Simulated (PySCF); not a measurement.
## Radial density of Al+ (aluminium, charge +1)

BP86, [Ne] 3s2, closed-shell 1S. All numbers are calculated (PySCF 2.14, the spin-free X2C one-electron Hamiltonian (Gaussian nucleus), in x2c-TZVPall).

```
r (bohr)  4πr²ρ (e/bohr)
 0.00227         0.09525
 0.00382          0.2558
 0.00643          0.6568
  0.0108           1.628
  0.0182           3.744
  0.0306           7.606
  0.0515           12.48
  0.0866           14.53
   0.146           10.74
   0.245           8.799
   0.412           12.58
   0.693           8.755
    1.17           2.073
    1.96           1.055
    3.30          0.4072
    5.55         0.01489
    9.33       2.829e-05
```

Densities and radii are taken from the X2C orbitals without a picture-change correction, which distorts them close to the nucleus.
